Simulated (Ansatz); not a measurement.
`[F][Zr]([F])([F])[SH]` and `[F][Zr]([F])([F])[Br]` differ in one atom or group.

Ansatz, PBE0-D4/def2-TZVP geometries, multiplicity 1. Each molecule was computed in one conformer, which needn't be the lowest.

Elements past krypton have def2 core potentials. Scalar relativity is left out up to krypton.

| property | `[F][Zr]([F])([F])[SH]` |
| --- | --- |
| HOMO–LUMO gap (PBE0/def2-TZVPP) / eV | 6.31 |
| HOMO energy (B3LYP/def2-TZVPP) / eV | -7.94 |
| size of the dipole moment (ωB97M-V/def2-TZVPP) / D | 0.52 |
| zero-point energy (PBE0-D4/def2-TZVP) / kJ/mol | 38.5 |
| HOMO–LUMO gap (ωB97M-V/def2-TZVPP) / eV | 10.60 |
| size of the dipole moment (B3LYP/def2-TZVPP) / D | 0.57 |

(1) What does the change do to each property? (An estimate is asked.)

Answers

(1) The calculation gave: 
```json
{"property": "HOMO–LUMO gap (PBE0/def2-TZVPP) / eV", "`[F][Zr]([F])([F])[Br]`": "7.42", "shift": "1.11"}
{"property": "HOMO energy (B3LYP/def2-TZVPP) / eV", "`[F][Zr]([F])([F])[Br]`": "-8.98", "shift": "-1.04"}
{"property": "size of the dipole moment (ωB97M-V/def2-TZVPP) / D", "`[F][Zr]([F])([F])[Br]`": "0.22", "shift": "-0.30"}
{"property": "zero-point energy (PBE0-D4/def2-TZVP) / kJ/mol", "`[F][Zr]([F])([F])[Br]`": "18.5", "shift": "-20.0"}
{"property": "HOMO–LUMO gap (ωB97M-V/def2-TZVPP) / eV", "`[F][Zr]([F])([F])[Br]`": "11.74", "shift": "1.14"}
{"property": "size of the dipole moment (B3LYP/def2-TZVPP) / D", "`[F][Zr]([F])([F])[Br]`": "0.05", "shift": "-0.52"}
```

With PBE0 the HOMO falls by 1.06 eV and the LUMO rises by 0.05 eV, so the gap widens by about 1.11 eV. PBE moves the HOMO by -0.99 eV and ωB97M-V by -1.11 eV. The zero-point energy changes by -20.0 kJ/mol with -3 modes. Dipoles are sizes alone; their direction can turn.

B3LYP here is the variant with VWN-RPA as its local correlation; programs differ in this.

Spin–orbit coupling is left out; it splits and shifts lone-pair levels of the heavy atoms by tenths of an eV.
